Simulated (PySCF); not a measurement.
**Trend along group 14: MMg anions**

r²SCAN with double-zeta basis sets in PySCF, for the lowest determinant that a PBE0 search found; no spin–orbit coupling. De refers to high-spin ground-configuration atoms (the charge goes to the atom of lower measured ionisation energy or higher electron affinity, which is not always the lowest computed limit). A positive dipole points towards Mg; it is taken about the centre of mass and depends on that origin.

```csv
M,basis,charged atom,state (unpaired electrons),Re (Å),ωe (cm⁻¹),De (eV),μ (D)
C,def2-SVPD,C−,"quartet (σ ↑, π ↑↑)",2.204,435,n/a,-1.01
Si,aug-pcseg-1,Si−,"quartet (σ ↑, π ↑↑)",2.704,250,1.07,-0.12
Ge,aug-cc-pVDZ/aug-cc-pVDZ-PP,Ge−,"quartet (σ ↑, π ↑↑)",2.708,213,1.09,-3.47
Sn,aug-cc-pVDZ/aug-cc-pVDZ-PP,Sn−,"quartet (σ ↑, π ↑↑)",2.908,184,0.96,-4.11
Pb,aug-cc-pVDZ/aug-cc-pVDZ-PP,Pb−,"quartet (σ ↑, π ↑↑)",2.977,165,0.91,-5.28
```

The shortest bond is that of MgC⁻ (2.204 Å), the longest that of MgPb⁻ (2.977 Å).

The rows differ in basis set, which adds steps of its own.

Down a group the atoms grow and get heavier, so bonds lengthen and wavenumbers fall; this series shows no clear exception.

These are scalar-relativistic numbers at best; spin–orbit coupling would shift them, the dissociation energy most. For an ion De counts to the pair picked by the measured ionisation energies or electron affinities, which need not be the lowest pair at this level. The highest Kohn–Sham level is positive in some of these anions. Much of that is self-interaction error, but it also means that the finite basis helps to hold the extra electron. States were picked by a PBE0 search and need not be the measured ground states.
